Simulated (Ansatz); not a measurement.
Ansatz (a first-principles code) input (CCSD(T)/def2-SVPD):

Ansatz 0.2 input:
```yaml
crystal:
  periodic: [false, false, false]
  atoms:
    - {symbol: Cd, position_ang: [-0.00000000, -0.00000000, -1.36031263]}
    - {symbol: I, position_ang: [0.00000000, 0.00000000, 1.23198125]}
basis:
  gaussian:
    orbitals: def2-SVPD
total_charge: 1
magnetization: {spin_polarized: false}
correlation: {method: ccsd_t, electrons: outside_noble_gas}
output: {forces: true}
```

Output:

```
Functional definition: HF
integrals: 0.05 GiB planned
776 factors; integrals over basis functions are off by at most 2.5e-4 eV
mean field: 0.22 GiB planned
mean field evaluation 1: about -12603.2078 eV, gradient 2.7e1 eV
mean field evaluation 2: about -12603.3370 eV, gradient 2.7e1 eV
mean field evaluation 4: about -12605.7380 eV, gradient 1.4e0 eV
mean field evaluation 8: about -12605.7627 eV, gradient 1.6e-1 eV
mean field evaluation 16: about -12603.2078 eV, gradient 2.7e1 eV
mean field -12605.76288857 eV, -463.2532416618 hartree, gradient 2.5e-6 eV, S^2 0.000000; 0 other end points of the search recorded, 0 dependent functions left out
13 core orbitals not correlated
reference -12605.76288857 eV, -463.2532416618 hartree; 9, 9 occupied and 47, 47 virtual orbitals, 776 factors
densities: 0.18 GiB planned
second order -9.71694971 eV of doubles, -0.00000000 eV of singles
coupled cluster: 0.14 GiB planned
cycle   1  -9.56105541 eV  change    1.6e-1 eV  update   9.1e-2
cycle   2  -9.73432849 eV  change   -1.7e-1 eV  update   2.9e-2
cycle   3  -9.78857980 eV  change   -5.4e-2 eV  update   2.3e-2
cycle   4  -9.77807018 eV  change    1.1e-2 eV  update   6.9e-3
cycle   5  -9.77559089 eV  change    2.5e-3 eV  update   2.5e-3
cycle   6  -9.77732778 eV  change   -1.7e-3 eV  update   9.5e-4
cycle   7  -9.77740297 eV  change   -7.5e-5 eV  update   3.9e-4
cycle   8  -9.77728955 eV  change    1.1e-4 eV  update   1.3e-4
cycle   9  -9.77733632 eV  change   -4.7e-5 eV  update   3.2e-5
cycle  10  -9.77733008 eV  change    6.2e-6 eV  update   8.3e-6
cycle  11  -9.77733063 eV  change   -5.4e-7 eV  update   2.6e-6
perturbative correction -0.23265755 eV, -0.0085500071 hartree
the calculation of the forces begins
Total energy: -12615.77287674 eV, -463.6211019422 hartree
Atom 0 at    -0.000000    -0.000000    -1.360313 Å, force     0.000000     0.000000    -0.101176 eV/Å
Atom 1 at     0.000000     0.000000     1.231981 Å, force    -0.000000     0.000000     0.101176 eV/Å
Dipole moment:    -0.000000     0.000000    -1.340877 e Å
```
